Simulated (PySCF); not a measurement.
## Bond curve of LiCd

Set-up: Li def2-SVP, Cd def2-SVP with ECP28; scalar-relativistic core potentials (PySCF 2.14). Energies in eV from Li + Cd in their ground configurations at the same level. All curves are PBE0. state 1: ²Σ⁺ (doublet), unpaired electrons σ ↑; state 2: doublet, unpaired electrons π ↑, a second solution, started from another occupation; state 3: ⁴Π (quartet), unpaired electrons σ ↑↑, π ↑, a second solution, started from another occupation.

```tsv
R (Å)	state 1	state 2	state 3
2.670	-0.0868	0.8220	3.4920
2.795	-0.1327	0.8873	3.4490
2.919	-0.1562	0.9694	3.4311
3.012	-0.1638	1.0373	3.4297
3.105	-0.1654	1.1080	3.4358
3.198	-0.1628	1.1796	3.4476
3.322	-0.1548	1.2735	3.4695
3.478	-0.1409	1.3850	3.5027
3.664	-0.1217	1.5055	3.5461
3.912	-0.0962	1.6389	3.6028
```

Task: Put a parabola through the three lowest points of the state 1 curve and estimate Re, k and ωe (reduced mass 6.609 u; 1 eV/Å² = 0.16022 mdyn/Å; ωe = 1302.8·√(k/μ) cm⁻¹).

Result: Through R = 3.012, 3.105, 3.198 Å the second-order coefficient is 0.243 eV/Å², so Re ≈ 3.094 Å, k ≈ 0.0778 mdyn/Å and ωe ≈ 141 cm⁻¹. A polynomial fit of higher order to the unrounded PBE0 energies gives Re = 3.088 Å, k = 0.0829 mdyn/Å, ωe = 146 cm⁻¹; anharmonicity and rounding make the difference.

The higher-order fit for each curve: state 1: Re = 3.088 Å, ωe = 146 cm⁻¹, De = 0.165 eV; state 3: Re = 2.980 Å, ωe = 198 cm⁻¹, minimum 3.43 eV above the ground-state fragments. State 2 gave no clean fit.

The bond is weak. Basis-set superposition, not corrected here, can be much of De in a small basis, most of all at correlated wavefunction levels. Functionals without a dispersion term scatter widely for such bonds, and LDA overbinds them. Spin–orbit coupling is left out. Counting both spins, an empty level lies below a filled one in some of these solutions, because spin and occupation are held. The state is the lowest determinant that a PBE0 search found; another state may lie lower at other levels.
